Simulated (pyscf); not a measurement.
Structures and frequencies: ωB97X-D3(BJ)/def2-SVP in PySCF. MP2 and CC: frozen core, UHF for open shells. ΔMP2 is the change of the MP2 total energy from the triple- to the quadruple-zeta basis. Singlets are restricted, triplets unrestricted.

Singlet (Å):
```xyz
4

P     -0.2508     1.0705    -0.0283
In     1.9220     0.6019    -1.3647
H      0.3321     0.3700     1.0763
H     -0.8023    -0.1249    -0.5915
```

Triplet (Å):
```xyz
4

P      0.6872    -0.8986     0.2430
In     1.8339     1.2439    -0.6726
H      0.5141    -0.4269     1.5768
H     -0.6367    -0.5484    -0.1528
```

Problem. For these two minima of `[PH2][In]`, which spin state lies lower at CCSD(T)/def2-TZVPP + ΔMP2(QZVPP), and by how much (electronic energies)?

Solution. The singlet, by 2.01 eV. Zero-point energy shifts E(triplet) − E(singlet) by +0.01 eV. Other isomers of H₂P–In [singlet] were not searched in full and may lie lower. 

E(triplet) − E(singlet) by level (eV):

```
level                               gap
--------------------------------  -----
ωB97X-D3(BJ)/def2-TZVP            +2.05
PBE/def2-TZVP                     +1.91
r²SCAN/def2-TZVP                  +1.79
B3LYP-D3(BJ)/def2-TZVP            +1.94
PBE0-D3(BJ)/def2-TZVP             +1.85
M06-2X/def2-TZVP                  +1.79
ωB97M-D3(BJ)/def2-TZVP            +1.99
HF/def2-TZVP                      +1.26
MP2/def2-QZVPP                    +2.10
CCSD/def2-TZVPP                   +1.90
CCSD(T)/def2-TZVPP                +1.93
CCSD(T)/def2-TZVPP + ΔMP2(QZVPP)  +2.01
```

The triplet is the lowest one reached from the SCF start used. The CCSD(T) − MP2 part came from Ansatz, without density fitting, on the same reference. The frozen core leaves the outer d or s,p core shells of the metals and heavy elements correlated in the MP2 and CC values, and def2-TZVPP describes them poorly, which can shift differences by a few kcal/mol. Elements past Kr carry the def2 core potentials, without spin-orbit coupling.
